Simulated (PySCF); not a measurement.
PySCF input for BeHIS, SMILES [SH][Be][I], TDDFT-ωB97X/def2-SVPD. Geometry optimised at B3LYP-D3(BJ)/def2-TZVP. The def2 effective core potentials stand for the cores of I; spin–orbit coupling is left out. Other conformers were not sampled.

```python
import numpy as np
from pyscf import gto, scf, dft, tdscf

mol = gto.M(
    atom='''
    Be   -0.02309250   -1.11787887    0.00000000
    I     0.00134824    1.05358445    0.00000000
    S    -0.07782453   -3.01630968    0.00000000
    H     1.26610556   -3.10750570    0.00000000
    ''',
    basis='def2-SVPD',
    ecp={'I': 'def2-svp'},
    charge=0,
    spin=0,
    symmetry=True,
    max_memory=1600,
    verbose=4,
)
mf = dft.RKS(mol, xc='wb97x').density_fit(auxbasis='def2-universal-jkfit')
mf.grids.level = 3
mf.conv_tol = 1e-9
mf.max_cycle = 100
mf.kernel()
mf.grids = dft.Grids(mol).set(level=1).build(with_non0tab=True)  # coarser grid for the response kernel
td = tdscf.TDDFT(mf)
td.singlet = True
td.nstates = 10
td.conv_tol = 1e-4
td.kernel(x0=td.get_init_guess(mf, 15))
td.analyze()
tt = tdscf.TDA(mf)
tt.singlet = False
tt.nstates = 4
tt.conv_tol = 1e-4
tt.kernel(x0=tt.get_init_guess(mf, 9))
tt.analyze(verbose=3)
```

Program output:

```
PySCF version 2.14.0

[INPUT] verbose = 4
[INPUT] num. atoms = 4
[INPUT] num. electrons = 46
[INPUT] charge = 0
[INPUT] spin (= nelec alpha-beta = 2S) = 0
[INPUT] symmetry True subgroup None
[INPUT] Mole.unit = angstrom
[INPUT] Symbol           X                Y                Z      unit          X                Y                Z       unit  Magmom
[INPUT]  1 Be    -0.023092500000  -1.117878870000   0.000000000000 AA   -0.043638500532  -2.112484904738   0.000000000000 Bohr   0.0
[INPUT]  2 I      0.001348240000   1.053584450000   0.000000000000 AA    0.002547804350   1.990986059601   0.000000000000 Bohr   0.0
[INPUT]  3 S     -0.077824530000  -3.016309680000   0.000000000000 AA   -0.147067047473  -5.699999202074   0.000000000000 Bohr   0.0
[INPUT]  4 H      1.266105560000  -3.107505700000   0.000000000000 AA    2.392592753189  -5.872334703525   0.000000000000 Bohr   0.0

nuclear repulsion = 104.419752371367
point group symmetry = Cs
symmetry origin: [-5.10736790e-09 -5.36273619e-09  0.00000000e+00]
symmetry axis x: [ 1.00000000e+00 -2.14613806e-10  0.00000000e+00]
symmetry axis y: [2.14613806e-10 1.00000000e+00 0.00000000e+00]
symmetry axis z: [0. 0. 1.]
num. orbitals of irrep A' = 58
num. orbitals of irrep A" = 24
number of shells = 34
number of NR pGTOs = 147
number of NR cGTOs = 82
basis = def2-SVPD
ecp = {'I': 'def2-svp'}


[settings echo left out]
init E= -679.817930593357
HOMO (A") = -0.577889847145022  LUMO (A') = -0.524510205479658  gap/eV = 1.45253
cycle= 1 E= -709.788751957391  delta_E=  -30  |g|= 2.79  |ddm|= 9.23
HOMO (A") = -0.0398088914219672  LUMO (A') = -0.0276930341710021  gap/eV = 0.32969
cycle= 2 E= -709.370945895976  delta_E= 0.418  |g|= 2.43  |ddm|= 8.16
HOMO (A") = -0.238687932803368  LUMO (A') = -0.00150369589590396  gap/eV = 6.45411
cycle= 3 E= -711.137589738864  delta_E= -1.77  |g|= 0.48  |ddm|= 3.94
HOMO (A') = -0.35793666223438  LUMO (A') = 0.00447461605473609  gap/eV = 9.86171
cycle= 4 E= -711.238606228133  delta_E= -0.101  |g|= 0.122  |ddm|= 1.11
HOMO (A") = -0.35970676028739  LUMO (A') = 0.0356552645638256  gap/eV = 10.75835
cycle= 5 E= -711.244409377098  delta_E= -0.0058  |g|= 0.03  |ddm|= 0.257
HOMO (A") = -0.368065367611386  LUMO (A') = 0.0330734088750604  gap/eV = 10.91554
cycle= 6 E= -711.244925056105  delta_E= -0.000516  |g|= 0.00789  |ddm|= 0.094
HOMO (A") = -0.36740320777393  LUMO (A') = 0.0336615281839472  gap/eV = 10.91353
cycle= 7 E= -711.244979697211  delta_E= -5.46e-05  |g|= 0.00227  |ddm|= 0.0299
HOMO (A") = -0.36727701911749  LUMO (A') = 0.033637831805497  gap/eV = 10.90945
cycle= 8 E= -711.244983823292  delta_E= -4.13e-06  |g|= 0.000719  |ddm|= 0.00759
HOMO (A") = -0.367316226419678  LUMO (A') = 0.0335682331804571  gap/eV = 10.90862
cycle= 9 E= -711.244984301974  delta_E= -4.79e-07  |g|= 0.000173  |ddm|= 0.00239
HOMO (A") = -0.367326261154779  LUMO (A') = 0.0335805783040033  gap/eV = 10.90923
cycle= 10 E= -711.244984340041  delta_E= -3.81e-08  |g|= 5.38e-05  |ddm|= 0.00071
HOMO (A") = -0.367324455107999  LUMO (A') = 0.03357484921243  gap/eV = 10.90903
cycle= 11 E= -711.244984341764  delta_E= -1.72e-09  |g|= 1.74e-05  |ddm|= 0.00015
HOMO (A") = -0.367325706907939  LUMO (A') = 0.0335762741359899  gap/eV = 10.90910
cycle= 12 E= -711.244984341958  delta_E= -1.94e-10  |g|= 3.11e-06  |ddm|= 6.96e-05
HOMO (A") = -0.367325544329915  LUMO (A') = 0.0335762437429531  gap/eV = 10.90909
Extra cycle  E= -711.244984341965  delta_E= -6.82e-12  |g|= 1.34e-06  |ddm|= 1.28e-05
converged SCF energy = -711.244984341965
tot grids = 21904


******** <class 'pyscf.tdscf.rks.TDDFT'> for <class 'pyscf.df.df_jk.DFSymAdaptedRKS'> ********
nstates = 10 singlet
deg_eia_thresh = 1.000e-03
wfnsym = None
conv_tol = 0.0001
eigh lindep = 1e-12
eigh level_shift = 0
eigh max_cycle = 100


Excitation energies (eV)
[5.61114713 6.21560848 6.27298634 6.35335278 6.5983894  6.7369997
 6.8244937  6.86090498 7.26358046 7.48111511]

** Singlet excitation energies and oscillator strengths **
Excited State   1:   A"      5.61115 eV    220.96 nm  f=0.0000
      21 -> 24       -0.19441
      23 -> 24        0.65169
Excited State   2:   A"      6.21561 eV    199.47 nm  f=0.0007
      21 -> 24        0.53577
      23 -> 24        0.21253
      23 -> 25        0.33446
Excited State   3:   A'      6.27299 eV    197.65 nm  f=0.0005
      21 -> 26        0.13487
      22 -> 24       -0.55001
      23 -> 26        0.39195
Excited State   4:   A"      6.35335 eV    195.15 nm  f=0.0010
      21 -> 24        0.35626
      21 -> 27       -0.13273
      23 -> 25       -0.56092
Excited State   5:   A"      6.59839 eV    187.90 nm  f=0.0000
      22 -> 26       -0.68598
      22 -> 29       -0.10017
Excited State   6:   A'      6.73700 eV    184.03 nm  f=0.0777
      22 -> 25       -0.63850
      22 -> 27       -0.18009
      22 -> 34        0.13251
Excited State   7:   A'      6.82449 eV    181.68 nm  f=0.3397
      20 -> 24       -0.14861
      20 -> 25       -0.11684
      21 -> 26        0.24680
      22 -> 24       -0.29881
      22 -> 25       -0.12206
      23 -> 26       -0.49880
Excited State   8:   A"      6.86090 eV    180.71 nm  f=0.1197
      21 -> 24        0.10427
      21 -> 25        0.53517
      23 -> 25        0.14063
      23 -> 27        0.28170
      23 -> 31       -0.17760
      23 -> 33       -0.10305
      23 -> 34       -0.14333
Excited State   9:   A'      7.26358 eV    170.69 nm  f=0.0673
      20 -> 24        0.48754
      20 -> 25       -0.13340
      21 -> 26       -0.35484
      22 -> 24       -0.19370
      23 -> 26       -0.18661
Excited State  10:   A'      7.48112 eV    165.73 nm  f=0.0006
      19 -> 25        0.13579
      20 -> 24        0.42812
      21 -> 26        0.47380
      22 -> 24        0.14523

** Transition electric dipole moments (AU) **
state          X           Y           Z        Dip. S.      Osc.
  1         0.0000     -0.0000      0.0049      0.0000      0.0000
  2        -0.0000      0.0000     -0.0661      0.0044      0.0007
  3        -0.0228      0.0512      0.0000      0.0031      0.0005
  4         0.0000     -0.0000      0.0798      0.0064      0.0010
  5         0.0000     -0.0000      0.0063      0.0000      0.0000
  6        -0.6634     -0.1746     -0.0000      0.4706      0.0777
  7        -0.1705      1.4152      0.0000      2.0318      0.3397
  8         0.0000     -0.0000      0.8438      0.7119      0.1197
  9         0.0389      0.6136     -0.0000      0.3780      0.0673
 10        -0.0453     -0.0335     -0.0000      0.0032      0.0006

WARN: ECP detected. Skipping calculation of transition velocity and magnetic dipole moments, which have not yet been implemented.



******** <class 'pyscf.tdscf.rks.TDA'> for <class 'pyscf.df.df_jk.DFSymAdaptedRKS'> ********
nstates = 4 triplet
deg_eia_thresh = 1.000e-03
wfnsym = None
conv_tol = 0.0001
eigh lindep = 1e-12
eigh level_shift = 0
eigh max_cycle = 100


Excitation energies (eV)
[5.45877652 5.83666612 5.93253828 6.00365155]

** Triplet excitation energies and oscillator strengths **
Excited State   1:   A"      5.45878 eV    227.13 nm  f=0.0000
Excited State   2:   A'      5.83667 eV    212.42 nm  f=0.0000
Excited State   3:   A'      5.93254 eV    208.99 nm  f=0.0000
Excited State   4:   A"      6.00365 eV    206.51 nm  f=0.0000
```

The run converged.
